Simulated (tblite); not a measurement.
Species: C7H10OSSi.
SMILES with atom numbers: `[CH3:1][C:2]#[C:3]/[CH:4]=[CH:5]\[Si@H:6]1[O:7][CH2:8][CH2:9][S:10]1` (hydrogens: H11, H12, H13 on C1; H14 on C4; H15 on C5; H16 on Si6; H17, H18 on C8; H19, H20 on C9)

A start from a force field or distance geometry was refined with GFN2-xTB geometry optimisation, gas phase in tblite. Values at the start:

```
   coordinate    start
        C1–C2  1.456 Å
       C1–H11  1.103 Å
        C2≡C3  1.207 Å
        C3–C4  1.420 Å
       C4–H14  1.081 Å
       C5–Si6  1.820 Å
       C5–H15  1.090 Å
       Si6–O7  1.682 Å
      Si6–S10  2.148 Å
      Si6–H16  1.468 Å
        O7–C8  1.440 Å
        C8–C9  1.531 Å
       C8–H17  1.101 Å
       C8–H18  1.086 Å
       C9–S10  1.834 Å
       C9–H20  1.102 Å
     C1–C2–C3   178.1°
    C4–C5–Si6   129.6°
    C5–Si6–O7   112.5°
   C5–Si6–S10   108.8°
    Si6–O7–C8   112.9°
   Si6–S10–C9    91.9°
   O7–Si6–S10    97.8°
    C8–C9–S10   107.1°
 C4–C5–Si6–O7     165°
 C5–Si6–O7–C8     133°
C5–Si6–S10–C9    -110°
 O7–C8–C9–S10      48°
```

Question: How do these coordinates change at the GFN2-xTB level?

Answer: 
```json
{"coordinate": "Si6–O7", "GFN2-xTB (Å or °)": "1.634", "change": "-0.048"}
{"coordinate": "O7–C8", "GFN2-xTB (Å or °)": "1.395", "change": "-0.045"}
{"coordinate": "C5–Si6", "GFN2-xTB (Å or °)": "1.864", "change": "+0.044"}
{"coordinate": "C3–C4", "GFN2-xTB (Å or °)": "1.405", "change": "-0.015"}
{"coordinate": "Si6–S10", "GFN2-xTB (Å or °)": "2.163", "change": "+0.015"}
{"coordinate": "C1–C2", "GFN2-xTB (Å or °)": "1.443", "change": "-0.013"}
{"coordinate": "C1–H11", "GFN2-xTB (Å or °)": "1.090", "change": "-0.013"}
{"coordinate": "C9–H20", "GFN2-xTB (Å or °)": "1.090", "change": "-0.012"}
{"coordinate": "Si6–H16", "GFN2-xTB (Å or °)": "1.457", "change": "-0.011"}
{"coordinate": "C8–C9", "GFN2-xTB (Å or °)": "1.521", "change": "-0.010"}
{"coordinate": "C9–S10", "GFN2-xTB (Å or °)": "1.824", "change": "-0.010"}
{"coordinate": "C8–H18", "GFN2-xTB (Å or °)": "1.094", "change": "+0.008"}
{"coordinate": "C5–H15", "GFN2-xTB (Å or °)": "1.083", "change": "-0.007"}
{"coordinate": "C8–H17", "GFN2-xTB (Å or °)": "1.096", "change": "-0.005"}
{"coordinate": "C4–H14", "GFN2-xTB (Å or °)": "1.085", "change": "+0.004"}
{"coordinate": "C2≡C3", "GFN2-xTB (Å or °)": "1.204", "change": "-0.003"}
{"coordinate": "C5–Si6–S10", "GFN2-xTB (Å or °)": "116.7", "change": "+7.9"}
{"coordinate": "C4–C5–Si6", "GFN2-xTB (Å or °)": "123.1", "change": "-6.5"}
{"coordinate": "C5–Si6–O7", "GFN2-xTB (Å or °)": "106.8", "change": "-5.7"}
{"coordinate": "Si6–O7–C8", "GFN2-xTB (Å or °)": "116.9", "change": "+4.0"}
{"coordinate": "C8–C9–S10", "GFN2-xTB (Å or °)": "108.7", "change": "+1.6"}
{"coordinate": "Si6–S10–C9", "GFN2-xTB (Å or °)": "90.6", "change": "-1.3"}
{"coordinate": "C1–C2–C3", "GFN2-xTB (Å or °)": "179.3", "change": "+1.2"}
{"coordinate": "O7–Si6–S10", "GFN2-xTB (Å or °)": "96.8", "change": "-1.0"}
{"coordinate": "C5–Si6–O7–C8", "GFN2-xTB (Å or °)": "139", "change": "+6"}
{"coordinate": "C5–Si6–S10–C9", "GFN2-xTB (Å or °)": "-106", "change": "+4"}
{"coordinate": "O7–C8–C9–S10", "GFN2-xTB (Å or °)": "45", "change": "-3"}
{"coordinate": "C4–C5–Si6–O7", "GFN2-xTB (Å or °)": "162", "change": "-3"}
```

The energy falls by 4.8 kcal/mol over 79 L-BFGS steps, the largest force on an atom goes from 1.52 to 0.008 eV/Å, and the atoms move by 0.136 Å rms after alignment. The bond that changes most is Si6–O7 (oxygen-bound silicon to silyl ether oxygen), which shortens by 0.048 Å. Bonds longer at the end by more than 0.005 Å: 4 of 20; shorter: 12. Rotational constants go from 1962, 494.3, 447.2 to 1903, 516.2, 456.2 MHz.

Hardware: one thread, Arm Neoverse N1 (aarch64) (shared host). Cost: 1.4 s.

Its lowest GFN2-xTB frequency is 11 cm⁻¹, too small to tell a flat minimum from a shallow saddle. The numbers are those of one conformer. 3 starts were optimised and ended at 0.00, 0.15 and 0.30 kcal/mol (GFN2-xTB); the lowest of these is shown.

All values are computed, not measured.
